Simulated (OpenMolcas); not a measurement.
A run on Rh4+ among 6 point charges of -1.7 e arranged as a tetragonal octahedron (D4h), 1.79 Å from the ion, with the axial distance 1.575 Å.

| Quantity | Value |
| --- | --- |
| Program | OpenMolcas 26.06 |
| Method | SS-CASPT2, IPEA 0.25 Eh, imaginary shift 0.1 Eh (closed shells correlated: 4s 4p) |
| Basis | ANO-RCC-VTZP [7s6p4d2f1g] |
| Scalar Hamiltonian | DKH2, point nucleus |
| Active space | 5 electrons in 5 orbitals (4d) |
| State averaging | 2S+1 = 6 even, 1 root; 2S+1 = 4 even, 24 roots; 2S+1 = 2 even, 75 roots |
| Spin-orbit coupling | RASSI with atomic mean-field integrals over the reference wave functions |

First CASPT2 step and the start of its output:

```
&CASPT2
Multistate=1 1
Frozen=8 6
IPEA=0.25
Imaginary=0.1
MaxIter=60
WThr=0.0 0.3 0.05
PrWF=0.5
NoMix
```

```
--- CASPT2 ---
Orbital specifications:
      -----------------------

      Symmetry species                           1   2
                                                ag  au
      Frozen orbitals                            8   6
      Inactive orbitals                          1   3
      Active orbitals                            5   0
      Secondary orbitals                        22  23
      Deleted orbitals                           0   0
      Number of basis functions                 36  32
Type of calculation                        SS-CASPT2
      Fock operator                              state-specific
      IPEA shift                                 0.25
      Real shift                                 0.00
      Imaginary shift                            0.10
      The input orbitals will be transformed to quasi-canonical
Reference energy:       -4789.6126349160
      E2 (Non-variational):      -0.3650612993
      Shift correction:          -0.0000987754
      E2 (Variational):          -0.3651600747
      Total energy:           -4789.9777949907
      Residual norm:              0.0000008885
      Reference weight:           0.94685
      Contributions to the CASPT2 correlation energy
      Active & Virtual Only:         -0.0657887061
      One Inactive Excited:          -0.1905815629
      Two Inactive Excited:          -0.1086910303
::    CASPT2 Root  1     Total energy:  -4789.97779499
--- CASPT2 ---
Orbital specifications:
      -----------------------

      Symmetry species                           1   2
                                                ag  au
      Frozen orbitals                            8   6
      Inactive orbitals                          1   3
      Active orbitals                            5   0
...
```

Over all roots the printed reference weights run from 0.62 to 0.95, and roots that are degenerate in the reference spread by up to 0.15 cm-1.

Task: Did the run give usable levels, and if not, why?

Result: No. The equations converged, but the reference weight falls to 0.62 for at least one root against 0.95 for the best. A drop of that size marks an intruder state, so the energies of such roots and the levels built on them can't be trusted.
